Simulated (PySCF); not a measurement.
**Where the electron goes**

Compound: C2H6F3PSi2.
Cartesian coordinates in Å at the GFN2-xTB level; atoms count from 1:
```xyz
14
C2H6F3PSi2 angstrom
F      2.3587   -0.4665   -1.2179
C      1.6869   -0.2338   -0.0702
F      1.8441    1.0830    0.1793
F      2.3888   -0.8687    0.8928
C      0.2622   -0.6366   -0.1277
Si    -0.7154    0.4561   -1.3848
P     -1.8087    1.4920    0.3105
Si    -0.6741   -0.0915    1.4709
H      0.2421   -1.7065   -0.3314
H      0.1447    1.3553   -2.1429
H     -1.5021   -0.4157   -2.2562
H     -2.9967    0.7898    0.1922
H     -1.4421   -1.2273    1.9800
H      0.2111    0.4700    2.4832
```

Computed with TDDFT PBE0/def2-SVPD, vertical, gas phase, core orbitals frozen in the response in PySCF.

Kohn–Sham orbitals with the atoms that hold most of them (Löwdin shares over 4%, at most four atoms; ? is withheld):

```json
{"orbital": "LUMO+2", "ε (eV)": "-0.21", "atoms": "P7 32%, Si8 18%, Si6 17%, C5 7%"}
{"orbital": "LUMO+1", "ε (eV)": "-0.23", "atoms": "P7 18%, Si6 17%, Si8 17%, H12 16%"}
{"orbital": "LUMO", "ε (eV)": "?", "atoms": "?"}
{"orbital": "HOMO", "ε (eV)": "-7.37", "atoms": "P7 61%, Si8 9%, Si6 9%, C5 9%"}
{"orbital": "HOMO-1", "ε (eV)": "-8.56", "atoms": "?"}
{"orbital": "HOMO-2", "ε (eV)": "-9.28", "atoms": "C5 34%, Si8 15%, Si6 15%, P7 13%"}
{"orbital": "HOMO-3", "ε (eV)": "-9.51", "atoms": "P7 24%, H12 13%, Si6 12%, Si8 12%"}
```

Question: Give the leading atoms of the HOMO-1.

Answer: P7 (bonded to 2 Si and H) 31%; Si8 (bonded to C, P and 2 H) 19%; Si6 (bonded to C, P and 2 H) 19%; C5 (bonded to C, 2 Si and H) 8%. By element: silicon 37%, phosphorus 31%, carbon 8% or more.

Question: Give the leading atoms of the LUMO.

Answer: P7 (bonded to 2 Si and H) 23%; Si6 (bonded to C, P and 2 H) 21%; Si8 (bonded to C, P and 2 H) 20%; C5 (bonded to C, 2 Si and H) 8%. By element: silicon 41%, phosphorus 23%, carbon 8% or more.

Question: What is the LUMO energy, and the HOMO–LUMO gap?

Answer: ε(LUMO) = -1.07 eV; the gap is 6.30 eV (0.2315 hartree).

Question: How does S1 compare with the orbital gap of 6.30 eV?

Answer: S1 is at 5.05 eV (f = 0.027), 1.25 eV below the gap, made of HOMO→LUMO (98%). Without the coupling terms of the response equations the lowest excitation would equal the gap.

Question: One configuration dominates each of S1 and S4. Which, and how do the shares of the two leading atoms of either orbital change from the occupied to the empty one?

Answer: 
- S1 (5.05 eV, f 0.027), HOMO→LUMO (98%): P7 61% → 23%, Si8 9% → 20%, Si6 9% → 21%
- S4 (6.18 eV, f 0.038), HOMO-1→LUMO (78%): P7 31% → 23%, Si8 19% → 20%, Si6 19% → 21%

Löwdin shares depend on the basis, the more so with diffuse functions.

One conformer stands for the species.
